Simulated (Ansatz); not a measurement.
Method: frozen-core CCSD(T)/def2-TZVPP // PBE-D3(BJ)/def2-SVP (Ansatz, an electronic-structure program).

Ansatz 0.2 input:
```yaml
crystal:
  periodic: [false, false, false]
  atoms:
    - { symbol: Nb, position_ang: [0.015417, -0.012504, -0.000897] }
    - { symbol: Cl, position_ang: [-1.3804, -1.711352, 0.630033] }
    - { symbol: Cl, position_ang: [1.82756, -1.47997, -0.10617] }
    - { symbol: Cl, position_ang: [0.252148, 0.508876, -2.215523] }
    - { symbol: Cl, position_ang: [1.071882, 1.248217, 1.58873] }
    - { symbol: F, position_ang: [-1.447762, 1.172311, 0.084124] }
basis:
  gaussian: { orbitals: def2-TZVPP }
correlation:
  method: ccsd_t
```

Output:

```
Functional definition: HF
1592 factors; integrals over basis functions are off by at most 1.0e-3 eV
mean field evaluation 1: about -54256.2673 eV, gradient 5.7e1 eV
mean field evaluation 2: about -54256.5847 eV, gradient 5.8e1 eV
mean field evaluation 4: about -54264.0603 eV, gradient 4.7e0 eV
mean field evaluation 8: about -54264.1562 eV, gradient 1.0e0 eV
mean field evaluation 16: about -54264.1619 eV, gradient 2.9e-6 eV
mean field -54264.16188160 eV, -1994.1711675786 hartree, gradient 2.8e-6 eV, S^2 0.000000; 0 other end points of the search recorded, 0 dependent functions left out
21 core orbitals not correlated
reference -54264.16188160 eV, -1994.1711675786 hartree; 24, 24 occupied and 210, 210 virtual orbitals, 1592 factors
second order -40.38412249 eV of doubles, -0.00000000 eV of singles
cycle   1  -39.23817296 eV  change     1.1e0 eV  update   2.7e-1
cycle   2  -40.58127830 eV  change    -1.3e0 eV  update   1.8e-1
cycle   3  -40.95277877 eV  change   -3.7e-1 eV  update   4.8e-2
cycle   4  -40.93144121 eV  change    2.1e-2 eV  update   1.9e-2
cycle   5  -40.91253667 eV  change    1.9e-2 eV  update   7.3e-3
cycle   6  -40.90956996 eV  change    3.0e-3 eV  update   2.8e-3
cycle   7  -40.91089011 eV  change   -1.3e-3 eV  update   1.6e-3
cycle   8  -40.91088835 eV  change    1.8e-6 eV  update   6.8e-4
cycle   9  -40.91100875 eV  change   -1.2e-4 eV  update   3.2e-4
cycle  10  -40.91144674 eV  change   -4.4e-4 eV  update   1.5e-4
cycle  11  -40.91120321 eV  change    2.4e-4 eV  update   8.3e-5
cycle  12  -40.91108902 eV  change    1.1e-4 eV  update   4.6e-5
cycle  13  -40.91116702 eV  change   -7.8e-5 eV  update   1.8e-5
cycle  14  -40.91111828 eV  change    4.9e-5 eV  update   1.2e-5
perturbative correction -2.21880852 eV, -0.0815397093 hartree
Total energy: -54307.29180840 eV, -1995.7561631541 hartree
```

Cost: roughly 6 core-minutes.
